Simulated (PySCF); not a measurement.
This script is equivalent to a calculation on Hg⁺ (mercury, charge +1).

```python
from pyscf import gto, scf, dft, mp, cc
import basis_set_exchange as bse
txt = bse.get_basis("aug-cc-pVTZ-PP", elements=["Hg"], fmt="nwchem", header=False, augment_diffuse=1)
cut = txt.index("\nECP")
mol = gto.M(atom="Hg 0 0 0", charge=1, spin=1, symmetry="D2h",
            basis=gto.basis.parse(txt[:cut]),
            ecp={"Hg": gto.basis.parse_ecp(txt[cut:])})
mf = dft.UKS(mol, xc="WB97X_V")
mf.irrep_nelec = {'Ag': (4, 3), 'B1g': (1, 1), 'B2g': (1, 1), 'B3g': (1, 1), 'B1u': (1, 1), 'B2u': (1, 1), 'B3u': (1, 1)}
mf.kernel()
```

Q: What total energy does it give?

A: -153.098 hartree (calculated).

Q: Which occupied shell lies highest, and where?

A: 6s α, at -17.804 eV.

Q: What is ⟨S²⟩, and what would a pure spin state give?

A: 0.750, against 0.75.

Energies and moments cover only the electrons outside the core potential. Spin-orbit coupling, which splits the p, d and f shells strongly at this Z, is absent.
